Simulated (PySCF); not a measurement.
**Simulated characterisation data**

[PySCF 2.14: structure optimised with GFN2-xTB; NMR shieldings at PBE0/pcSseg-1/GIAO; one conformer; relativity neglected; rapidly exchanging positions averaged; gas phase]

Shifts are taken against calculated references (same method and geometry level): 1H (σref 31.72), 13C (σref 186.93) against TMS. Splittings of carbon signals by F and P are missing where no couplings were computed. Where no couplings were computed, multiplicities follow the n + 1 count of equivalent neighbours, and m marks all less simple cases (inequivalent or close neighbours, rings, F or P nearby). Shifts are as computed. Against solution values, carbons near 30 ppm lie about +3 ppm off and those near 130 ppm about +5 ppm. Of 1211 compounds with measured shifts, 218 miss one by over three times the rms of a fit or turn the order of signals round; such compounds aren't used in these exercises. OH and NH positions are gas-phase values without hydrogen bonding to other molecules.

**1.** SMILES FC(F)(F)C1=C[C@@H]2CC[C@H]1C2, C8H9F3. 1H NMR (500 MHz, computed): δ 6.83 (m, 1H), 3.01 (m, 1H), 2.88 (m, 1H), 1.87 (m, 1H), 1.81 (m, 1H), 1.56 (m, 1H), 1.34 (m, 1H), 1.14 (m, 1H), 1.13 (m, 1H). 13C{1H} NMR (computed): δ 148.3, 146.9, 132.7, 52.5, 45.9, 45.0, 27.3, 27.3.

**2.** `o1ccc(COC)c1`, C6H8O2. 1H NMR (500 MHz, computed): δ 7.57 (m, 1H), 7.44 (m, 1H), 6.85 (m, 1H), 4.63 (s, 2H), 3.26 (s, 3H). 13C{1H} NMR (computed): δ 148.7, 146.4, 130.8, 118.2, 69.0, 57.8.

**3.** `C#Cc1ccc2ccoc2c1`, C10H6O. 1H NMR (500 MHz, computed): δ 8.00 (s, 1H), 7.95 (m, 1H), 7.83 (m, 1H), 7.81 (m, 1H), 7.03 (m, 1H), 2.81 (s, 1H). 13C{1H} NMR (computed): δ 160.3 (C), 152.3 (CH), 134.7 (C), 134.1 (CH), 125.9 (CH), 122.4 (CH), 121.6 (C), 113.5 (CH), 89.8 (C), 86.5 (CH).

**4.** `C=C[C@@H]1CC[Si]1(O)O`, C5H10O2Si. 1H NMR (500 MHz, computed): δ 5.87 (m, 1H), 5.01 (m, 1H), 4.87 (m, 1H), 3.26 (m, 1H), 2.41 (br s, 1H), 2.01 (m, 1H), 1.96 (m, 1H), 1.87 (br s, 1H), 1.71 (m, 1H), 1.12 (m, 1H). 13C{1H} NMR (computed): δ 149.0, 114.4, 57.9, 29.1, 20.4.
